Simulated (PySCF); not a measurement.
# KCl at PBE0

Computed with PBE0; basis K pcseg-1, Cl pcseg-1; no relativity; PySCF 2.14.

```
state                                           : ¹Σ⁺ (singlet), closed shell
bond length                                     : 2.676 Å
harmonic wavenumber                             : 275 cm⁻¹
force constant                                  : 0.821 mdyn/Å
rotational constant Be                          : 0.1278 cm⁻¹
anharmonicity ωexe                              : 1.24 cm⁻¹
vibration–rotation constant αe                  : 0.000829 cm⁻¹
well depth De to K + Cl                         : 416 kJ/mol
dissociation energy D0                          : 414 kJ/mol
HOMO–LUMO gap                                   : 4.76 eV
bond order (Mayer)                              : 0.47
dipole moment (positive dipole means K(−)Cl(+)) : -10.37 D
```
